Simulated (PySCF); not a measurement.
C₄H₂F₆.
InChI=1S/C4H2F6/c1-2(5)3(6,7)4(8,9)10/h1H2

Torsions of this conformer, `[CH2:1]=[C:2]([F:3])[C:4]([F:5])([F:6])[C:7]([F:8])([F:9])[F:10]`: C1–C2–C4–F5 -118°, C2–C4–C7–F8 69°.

The closed-shell ground state was solved at several levels (PySCF, density fitting, gas phase, non-relativistic). The structure is a single GFN2-xTB conformer in the gas phase; no vibrational or solvent corrections.

```
        level  basis functions  HOMO (eV)  LUMO (eV)  gap (eV)  dipole (D)
  B3LYP/pcJ-1              290      -8.42      -1.15      7.27        2.21
PBE0/pcSseg-1              180      -8.67      -0.91      7.76        2.21
```

**Question.** Estimate the row for PBE0/def2-SVPD, a basis of 234 functions; the other rows only guide the guess.

**Answer.** HOMO -8.76 eV, LUMO -1.08 eV, gap 7.68 eV, dipole 2.35 D.

**Question.** Over all these levels, which gives the widest orbital gap and which the narrowest?

**Answer.** PBE0/pcSseg-1 (global hybrid, 25 % exact exchange) has the widest, 7.76 eV, and B3LYP/pcJ-1 (global hybrid, 20 % exact exchange) the narrowest, 7.27 eV. Functional and basis both differ between the two, so the spread mixes both effects.

**Question.** How far do the dipole and the HOMO energy spread over the levels?

**Answer.** The dipole runs from 2.21 to 2.35 D (mean 2.26 D) and the HOMO from -8.76 to -8.42 eV.
